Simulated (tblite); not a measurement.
Parent: `[CH3:1]/[CH:2]=[C:3]1\[SiH2:4][CH2:5][C@H:6]1[F:7]` with C2–C3–Si4–C5 165°, C3–Si4–C5–C6 7°, Si4–C5–C6–F7 -130°, C2–C3–C6–C5 -165°, C5H9FSi.

The geometries are computed with GFN2-xTB (gas phase). One conformer each, not checked by frequencies here.

| coordinate of the parent | value |
| --- | --- |
| C1–C2 | 1.489 Å |
| C2=C3 | 1.324 Å |
| C3–Si4 | 1.889 Å |
| Si4–C5 | 1.917 Å |
| C5–C6 | 1.536 Å |
| C6–F7 | 1.382 Å |
| C3–C6 | 1.513 Å |
| C1–C2–C3 | 124.2° |
| C2–C3–Si4 | 138.8° |
| C2–C3–C6 | 127.6° |
| Si4–C3–C6 | 93.2° |
| C3–Si4–C5 | 75.1° |
| Si4–C5–C6 | 91.4° |
| C5–C6–F7 | 113.2° |
| C3–C6–C5 | 99.1° |
| C3–C6–F7 | 113.6° |

How does the shared frame change in `[CH3:1]/[CH:2]=[C:3]1\[SiH2:4][C@@H:5]([O:6][CH3:7])[C@H:8]1[F:9]` with Si4–C5–O6–C7 179°, C2–C3–Si4–C5 159°, C3–Si4–C5–O6 -105°, Si4–C5–C8–F9 -136°, C2–C3–C8–C5 -158°, C6H11FOSi? Atoms pair as C1 = C1, C2 = C2, C3 = C3, Si4 = Si4, C5 = C5, C6 = C8, F7 = F9 (parent first).

| parent | relative | value in the relative | change |
| --- | --- | --- | --- |
| C1–C2 | C1–C2 | 1.489 Å | 0.000 |
| C2=C3 | C2=C3 | 1.325 Å | +0.001 |
| C3–Si4 | C3–Si4 | 1.889 Å | 0.000 |
| Si4–C5 | Si4–C5 | 1.930 Å | +0.013 |
| C5–C6 | C5–C8 | 1.551 Å | +0.015 |
| C6–F7 | C8–F9 | 1.378 Å | -0.004 |
| C3–C6 | C3–C8 | 1.510 Å | -0.003 |
| C1–C2–C3 | C1–C2–C3 | 124.2° | 0.0 |
| C2–C3–Si4 | C2–C3–Si4 | 138.6° | -0.2 |
| C2–C3–C6 | C2–C3–C8 | 127.5° | -0.1 |
| Si4–C3–C6 | Si4–C3–C8 | 93.2° | 0.0 |
| C3–Si4–C5 | C3–Si4–C5 | 74.9° | -0.2 |
| Si4–C5–C6 | Si4–C5–C8 | 90.4° | -1.0 |
| C5–C6–F7 | C5–C8–F9 | 115.9° | +2.7 |
| C3–C6–C5 | C3–C8–C5 | 98.6° | -0.5 |
| C3–C6–F7 | C3–C8–F9 | 114.4° | +0.8 |

Of the parent's bonds, C5–C6 changes most (+0.015 Å). Bonds of the relative outside the shared frame: C5–O6 1.409, O6–C7 1.409 Å. Point group C1 → C1.

How does the shared frame change in `[CH3:1]/[CH:2]=[C:3]1\[SiH2:4][C@@H:5]([S:6][SiH3:7])[C@H:8]1[F:9]` with Si4–C5–S6–Si7 161°, C2–C3–Si4–C5 157°, C3–Si4–C5–S6 -103°, Si4–C5–C8–F9 -139°, C2–C3–C8–C5 -156°, C5H11FSSi2? Atoms pair as C1 = C1, C2 = C2, C3 = C3, Si4 = Si4, C5 = C5, C6 = C8, F7 = F9 (parent first).

```
   parent   relative  value in the relative  change
    C1–C2      C1–C2                1.488 Å  -0.001
    C2=C3      C2=C3                1.324 Å   0.000
   C3–Si4     C3–Si4                1.889 Å   0.000
   Si4–C5     Si4–C5                1.928 Å  +0.011
    C5–C6      C5–C8                1.535 Å  -0.001
    C6–F7      C8–F9                1.380 Å  -0.002
    C3–C6      C3–C8                1.507 Å  -0.006
 C1–C2–C3   C1–C2–C3                 124.1°    -0.1
C2–C3–Si4  C2–C3–Si4                 138.7°    -0.1
 C2–C3–C6   C2–C3–C8                 127.9°    +0.3
Si4–C3–C6  Si4–C3–C8                  92.7°    -0.5
C3–Si4–C5  C3–Si4–C5                  74.5°    -0.6
Si4–C5–C6  Si4–C5–C8                  90.4°    -1.0
 C5–C6–F7   C5–C8–F9                 115.9°    +2.7
 C3–C6–C5   C3–C8–C5                  98.8°    -0.3
 C3–C6–F7   C3–C8–F9                 115.2°    +1.6
```

Of the parent's bonds, Si4–C5 changes most (+0.011 Å). Bonds of the relative outside the shared frame: C5–S6 1.826, S6–Si7 2.151 Å. Point group C1 → C1.

How does the shared frame change in `[CH3:1]/[CH:2]=[C:3]1\[SiH2:4][C@@H:5]([O:6][CH2:7][CH3:8])[C@@H:9]1[F:10]` with Si4–C5–O6–C7 -166°, C5–O6–C7–C8 -70°, C2–C3–Si4–C5 -164°, C3–Si4–C5–O6 -128°, Si4–C5–C9–F10 132°, C2–C3–C9–C5 163°, C7H13FOSi? Atoms pair as C1 = C1, C2 = C2, C3 = C3, Si4 = Si4, C5 = C5, C6 = C9, F7 = F10 (parent first).

```json
{"parent": "C1–C2", "relative": "C1–C2", "value in the relative": "1.488 Å", "change": "-0.001"}
{"parent": "C2=C3", "relative": "C2=C3", "value in the relative": "1.325 Å", "change": "+0.001"}
{"parent": "C3–Si4", "relative": "C3–Si4", "value in the relative": "1.889 Å", "change": "0.000"}
{"parent": "Si4–C5", "relative": "Si4–C5", "value in the relative": "1.932 Å", "change": "+0.015"}
{"parent": "C5–C6", "relative": "C5–C9", "value in the relative": "1.546 Å", "change": "+0.010"}
{"parent": "C6–F7", "relative": "C9–F10", "value in the relative": "1.384 Å", "change": "+0.002"}
{"parent": "C3–C6", "relative": "C3–C9", "value in the relative": "1.511 Å", "change": "-0.002"}
{"parent": "C1–C2–C3", "relative": "C1–C2–C3", "value in the relative": "124.2°", "change": "0.0"}
{"parent": "C2–C3–Si4", "relative": "C2–C3–Si4", "value in the relative": "138.9°", "change": "+0.1"}
{"parent": "C2–C3–C6", "relative": "C2–C3–C9", "value in the relative": "127.1°", "change": "-0.5"}
{"parent": "Si4–C3–C6", "relative": "Si4–C3–C9", "value in the relative": "93.6°", "change": "+0.4"}
{"parent": "C3–Si4–C5", "relative": "C3–Si4–C5", "value in the relative": "74.9°", "change": "-0.2"}
{"parent": "Si4–C5–C6", "relative": "Si4–C5–C9", "value in the relative": "90.9°", "change": "-0.5"}
{"parent": "C5–C6–F7", "relative": "C5–C9–F10", "value in the relative": "114.0°", "change": "+0.8"}
{"parent": "C3–C6–C5", "relative": "C3–C9–C5", "value in the relative": "98.9°", "change": "-0.2"}
{"parent": "C3–C6–F7", "relative": "C3–C9–F10", "value in the relative": "113.6°", "change": "0.0"}
```

Of the parent's bonds, Si4–C5 changes most (+0.015 Å). Bonds of the relative outside the shared frame: C5–O6 1.408, O6–C7 1.413, C7–C8 1.526 Å. Point group C1 → C1.

How does the shared frame change in `[CH2:1]=[C:2]([CH3:3])[C@@H:4]1[SiH2:5]/[C:6](=[CH:7]\[CH3:8])[C@H:9]1[F:10]` with C1–C2–C4–Si5 -111°, C2–C4–Si5–C6 -133°, C4–Si5–C6–C7 -163°, Si5–C6–C9–F10 -131°, C2–C4–C9–C6 136°, C8H13FSi? Atoms pair as C1 = C8, C2 = C7, C3 = C6, Si4 = Si5, C5 = C4, C6 = C9, F7 = F10 (parent first).

```
   parent   relative  value in the relative  change
    C1–C2      C8–C7                1.489 Å   0.000
    C2=C3      C7=C6                1.325 Å  +0.001
   C3–Si4     C6–Si5                1.885 Å  -0.004
   Si4–C5     Si5–C4                1.937 Å  +0.020
    C5–C6      C4–C9                1.541 Å  +0.005
    C6–F7     C9–F10                1.382 Å   0.000
    C3–C6      C6–C9                1.512 Å  -0.001
 C1–C2–C3   C8–C7–C6                 124.2°     0.0
C2–C3–Si4  C7–C6–Si5                 138.4°    -0.4
 C2–C3–C6   C7–C6–C9                 127.6°     0.0
Si4–C3–C6  Si5–C6–C9                  93.5°    +0.3
C3–Si4–C5  C6–Si5–C4                  74.9°    -0.2
Si4–C5–C6  Si5–C4–C9                  90.7°    -0.7
 C5–C6–F7  C4–C9–F10                 112.8°    -0.4
 C3–C6–C5   C6–C9–C4                  99.2°    +0.1
 C3–C6–F7  C6–C9–F10                 113.7°    +0.1
```

Of the parent's bonds, Si4–C5 changes most (+0.020 Å). Bonds of the relative outside the shared frame: C1=C2 1.326, C2–C3 1.501, C2–C4 1.488 Å. Point group C1 → C1.

How does the shared frame change in `[CH:1]#[C:2][C@@H:3]1[SiH2:4]/[C:5](=[CH:6]/[CH3:7])[C@H:8]1[F:9]` with C2–C3–Si4–C5 -126°, C3–Si4–C5–C6 -170°, Si4–C5–C8–F9 -128°, C2–C3–C8–C5 131°, C7H9FSi? Atoms pair as C1 = C7, C2 = C6, C3 = C5, Si4 = Si4, C5 = C3, C6 = C8, F7 = F9 (parent first).

```json
{"parent": "C1–C2", "relative": "C7–C6", "value in the relative": "1.491 Å", "change": "+0.002"}
{"parent": "C2=C3", "relative": "C6=C5", "value in the relative": "1.327 Å", "change": "+0.003"}
{"parent": "C3–Si4", "relative": "C5–Si4", "value in the relative": "1.887 Å", "change": "-0.002"}
{"parent": "Si4–C5", "relative": "Si4–C3", "value in the relative": "1.936 Å", "change": "+0.019"}
{"parent": "C5–C6", "relative": "C3–C8", "value in the relative": "1.545 Å", "change": "+0.009"}
{"parent": "C6–F7", "relative": "C8–F9", "value in the relative": "1.381 Å", "change": "-0.001"}
{"parent": "C3–C6", "relative": "C5–C8", "value in the relative": "1.515 Å", "change": "+0.002"}
{"parent": "C1–C2–C3", "relative": "C7–C6–C5", "value in the relative": "125.9°", "change": "+1.7"}
{"parent": "C2–C3–Si4", "relative": "C6–C5–Si4", "value in the relative": "137.6°", "change": "-1.2"}
{"parent": "C2–C3–C6", "relative": "C6–C5–C8", "value in the relative": "128.4°", "change": "+0.8"}
{"parent": "Si4–C3–C6", "relative": "Si4–C5–C8", "value in the relative": "94.0°", "change": "+0.8"}
{"parent": "C3–Si4–C5", "relative": "C5–Si4–C3", "value in the relative": "75.0°", "change": "-0.1"}
{"parent": "Si4–C5–C6", "relative": "Si4–C3–C8", "value in the relative": "91.1°", "change": "-0.3"}
{"parent": "C5–C6–F7", "relative": "C3–C8–F9", "value in the relative": "112.4°", "change": "-0.8"}
{"parent": "C3–C6–C5", "relative": "C5–C8–C3", "value in the relative": "99.1°", "change": "0.0"}
{"parent": "C3–C6–F7", "relative": "C5–C8–F9", "value in the relative": "114.2°", "change": "+0.6"}
```

Of the parent's bonds, Si4–C5 changes most (+0.019 Å). Bonds of the relative outside the shared frame: C1≡C2 1.198, C2–C3 1.434 Å. Point group C1 → C1.
